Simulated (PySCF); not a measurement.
First SCF of a structure search on quartet Ta(OH)₂, at a hand-made PBE0 minimum (heavy-atom frame) geometry. PySCF input:

```python
from pyscf import gto, scf, dft
mol = gto.M(atom='''
Ta     0.000000     0.000000     0.000000
O      1.854743    -0.397860    -0.000036
O     -1.854743     0.397860     0.000036
H      2.788352    -0.598129    -0.000054
H     -2.788352     0.598129     0.000054''',
    basis={'Ta': 'def2-SVP', 'O': 'def2-SVP', 'H': 'def2-SVP'},
    ecp={'Ta': 'def2-SVP'},
    charge=0, spin=3)
mf = dft.UKS(mol, xc='PBE0')
mf.grids.atom_grid = (50, 194)
aux = {'Ta': 'def2-universal-JKFIT', 'O': 'def2-universal-JKFIT', 'H': 'def2-universal-JKFIT'}
mf = mf.density_fit(auxbasis=aux)
mf.conv_tol = 1e-08
mf.diis_space = 10
mf.max_cycle = 60
mf.init_guess = 'minao'
mf.verbose = 4
mf.kernel()
```

Excerpt of the output (cycles alone):

```
init E= -195.629401312112
cycle= 1 E= -208.116326723049  delta_E= -12.5  |g|= 0.734  |ddm|= 5.55
cycle= 2 E= -208.07947187077  delta_E= 0.0369  |g|= 0.832  |ddm|= 1.95
cycle= 3 E= -208.390893262193  delta_E= -0.311  |g|= 0.108  |ddm|= 1.03
cycle= 4 E= -208.394722642075  delta_E= -0.00383  |g|= 0.0533  |ddm|= 0.145
cycle= 5 E= -208.396097314121  delta_E= -0.00137  |g|= 0.00238  |ddm|= 0.0482
cycle= 6 E= -208.396108943962  delta_E= -1.16e-05  |g|= 0.000842  |ddm|= 0.00748
cycle= 7 E= -208.396110535496  delta_E= -1.59e-06  |g|= 0.000123  |ddm|= 0.00261
cycle= 8 E= -208.396110553944  delta_E= -1.84e-08  |g|= 2.72e-05  |ddm|= 0.000295
cycle= 9 E= -208.396110554621  delta_E= -6.77e-10  |g|= 6.02e-06  |ddm|= 6.53e-05
Extra cycle  E= -208.396110554661  delta_E= -4.05e-11  |g|= 2.35e-06  |ddm|= 1.09e-05
converged SCF energy = -208.396110554661  <S^2> = 3.7600075  2S+1 = 4.0050006
```

No lower solution of this spin was found from smeared starts or by a stability analysis within the unrestricted form.

Open d and f shells are described by one determinant, and the ground state may have another occupation or spin. With an element this heavy the missing spin–orbit coupling can shift these numbers.

The search for the lowest solution, 3 starts and the stability check together, took 16 s on 2 threads of a shared Arm Neoverse N1 host, with 70 basis functions; the process peaked at 0.43 GiB.
